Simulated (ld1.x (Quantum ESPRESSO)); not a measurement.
## barium: variants of one TM potential

Base potential:

* Element: barium (Ba)
* Generator: ld1.x (Quantum ESPRESSO) 7.5
* Type: norm-conserving Troullier–Martins (Kleinman–Bylander form)
* Functional: LDA (PZ)
* Relativity: non-relativistic
* Frozen core: [Xe]
* Valence charge: 2
* Reference configuration: 5d0 6s2 6p0
* Partial waves: 6p (bound, empty): rc 4.20 bohr; 5d (bound, empty): rc 3.25 bohr; 6s (bound): rc 4.20 bohr
* Local potential: the s channel
* Core correction: Bessel-smoothed model core inside 2.70 bohr

All-electron outer shells of the reference configuration (LDA (PZ), non-relativistic, ld1.x):

```
shell  level (eV)  outermost node (bohr)  outermost maximum (bohr)
   5p      -19.00                   0.87                      1.69
   6s       -3.24                   2.05                      4.21
   5d       -2.72                   0.99                      2.40
   6p       -1.39                   2.37                      5.40
```

Cutoffs, loose and tight: the cutoffs (Ry, on a coarse ladder) from which the occupation-weighted sum of valence levels, in a spherical-Bessel basis at the reference potential, stays within 10 and 1 mRy of its value at 400 Ry. They do not see the model core or the augmentation charge, which bear on the density cutoff. Test errors are all-electron minus pseudo excitation energies from the reference, over the configurations 5d0 6s1 6p0; 5d0 6s1.5 6p0; 5d0 6s1 6p1; 5d1 6s1 6p0; 5d1 6s0 6p0; 5d0 6s0 6p1; 5d0 6s0 6p2 (two spin-polarised tests are not counted in the largest error). A dash means not determined; rows that change the core or the reference have their own tests.

A true bound ghost makes a file unfit for plane-wave use even where its test errors are small: the radial tests pick states by their node count and pass the ghost by.

```tsv
change	outcome	cutoff, loose	cutoff, tight	bound ghosts	largest test error (meV)
base	generated	6 Ry	6 Ry	none	-82
all radii but the core radius scaled by about 0.78 (s 3.28, p 3.28, d 2.54 bohr)	generated	6 Ry	12 Ry	p	-54
all radii but the core radius scaled by about 0.86 (s 3.62, p 3.62, d 2.80 bohr)	generated	6 Ry	8 Ry	p	-70
all radii but the core radius scaled by about 1.07 (s 4.50, p 4.50, d 3.48 bohr)	generated	6 Ry	6 Ry	none	-78
all radii but the core radius scaled by about 1.18 (s 4.94, p 4.94, d 3.82 bohr)	generated	6 Ry	6 Ry	none	-61
all radii but the core radius scaled by about 1.28 (s 5.36, p 5.36, d 4.16 bohr)	generated	6 Ry	6 Ry	none	-60
all radii but the core radius scaled by about 1.40 (s 5.88, p 5.88, d 4.54 bohr)	generated	6 Ry	6 Ry	none	-95
```

Reading the sweep of the scale of all radii but the core radius (base = 1) (base included, trends over the rows without a ghost): The loose cutoff stays near 6 Ry. The median size of the test errors (rows with all tests solved) is not monotonic: lowest 12.7 meV at 1.4, highest 38.4 meV at 1.18. Bound ghosts are found at 0.78, 0.86.
